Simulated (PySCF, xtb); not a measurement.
Te(Br)(SeH) (BrHSeTe), SMILES [SeH][Te]Br.

GFN2-xTB run with xtb at its own geometry gives an orbital gap of 3.11 eV and a dipole moment of 5.37 D.

The structure is a stationary point at PBE0-D3(BJ)/def2-SVP. The structure was generated by enumeration, and PubChem lists no compound with its InChIKey, so it may never have been made. The def2 effective core potentials stand for the cores of Te; spin–orbit coupling is left out. Other conformers were not sampled.

Problem. What does B3LYP/def2-TZVPD in PySCF give? (An estimate is asked for; the answer gives what the named calculation found.)

Solution. gap 3.45 eV (levels -6.44 and -2.99 eV), dipole 1.85 D.
